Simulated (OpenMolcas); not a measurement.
A calculation on K I.

```yaml
Program: OpenMolcas 26.06
Method: CASSCF
Basis: ANO-RCC-VQZP [7s6p3d2f1g]
Scalar_Hamiltonian: DKH2, point nucleus
Active_space: 1 electron in 4 orbitals (4s 4p)
State_averaging: 2S+1 = 2 even, 1 root; 2S+1 = 2 odd, 3 roots
Spin-orbit_coupling: RASSI with atomic mean-field integrals over the reference wave functions, term energies averaged over their components
```

Question: Which level of the active space comes out lowest?

Answer: 4s ²S_1/2, with 100 % of that term; it is also the measured ground level.

Question: How high does 4p ²P°_3/2 lie?

Answer: 11531 cm⁻¹ above the lowest level; measured 13043 cm⁻¹ above the ground level, so the calculation is off by -12 %.

Question: How high does 4p ²P°_1/2 lie?

Answer: 11496 cm⁻¹ above the lowest level; measured 12985 cm⁻¹ above the ground level, so the calculation is off by -11 %.

Measured values: NIST Handbook of Basic Atomic Spectroscopic Data.

ANO sets are built for ground and valence states and can reach diffuse excited orbitals poorly. With one active electron the reference holds no correlation, so core polarisation is missing. Computed and measured levels are paired by configuration, term and J; levels that our copy of the source lacks, or whose pairing is in doubt (as where it misses far off the trend of its configuration), stay unpaired and out of the deviations. Levels of configurations outside the active space are missing.

° marks odd parity.
